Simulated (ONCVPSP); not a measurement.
An all-electron radial function and its pseudo partner (germanium)

Columns: radius, all-electron u(r) and pseudo u(r) of the 3p shell (level -115.62 eV) of germanium in the configuration [Ne] 3s2 3p6 3d10 4s2 4p2; revPBE, scalar-relativistic, ONCV scheme, ONCVPSP 4.0.1.

| r (bohr) | all-electron | pseudo |
| --- | --- | --- |
| 0.057 | -0.4787 | 0.0411 |
| 0.115 | -0.7121 | 0.1603 |
| 0.172 | -0.4695 | 0.3374 |
| 0.230 | -0.0061 | 0.5536 |
| 0.288 | 0.4689 | 0.7779 |
| 0.345 | 0.8490 | 0.9800 |
| 0.402 | 1.1143 | 1.1434 |
| 0.460 | 1.2727 | 1.2573 |
| 0.518 | 1.3382 | 1.3139 |
| 0.575 | 1.3360 | 1.3176 |
| 0.632 | 1.2883 | 1.2788 |
| 0.690 | 1.2102 | 1.2073 |
| 0.747 | 1.1172 | 1.1175 |
| 0.805 | 1.0152 | 1.0163 |
| 0.862 | 0.9138 | 0.9146 |
| 0.920 | 0.8139 | 0.8141 |
| 0.977 | 0.7212 | 0.7211 |
| 1.035 | 0.6340 | 0.6337 |
| 1.092 | 0.5559 | 0.5557 |
| 1.150 | 0.4844 | 0.4842 |
| 1.208 | 0.4206 | 0.4204 |
| 1.265 | 0.3651 | 0.3649 |
| 1.322 | 0.3162 | 0.3160 |
| 1.380 | 0.2726 | 0.2725 |
| 1.438 | 0.2345 | 0.2344 |
| 1.495 | 0.2020 | 0.2019 |

(1) How many radial nodes do the two functions have?

(2) At about which radius was the pseudo-wave matched?

(3) Is the pseudo-wave norm-conserving?

Answers

(1) The all-electron 3p function has n − l − 1 = 1; the pseudo-wave has 0, since the states of the same l below it are removed with the core.

(2) 1.15 bohr. The columns agree to 0.0005 from 0.92 bohr on; several derivatives are matched, so the curves merge somewhat inside the radius.

(3) Yes: the ONCV scheme keeps the norm inside the radius equal to the all-electron one, which fixes the energy derivative of the logarithmic derivative at the level.
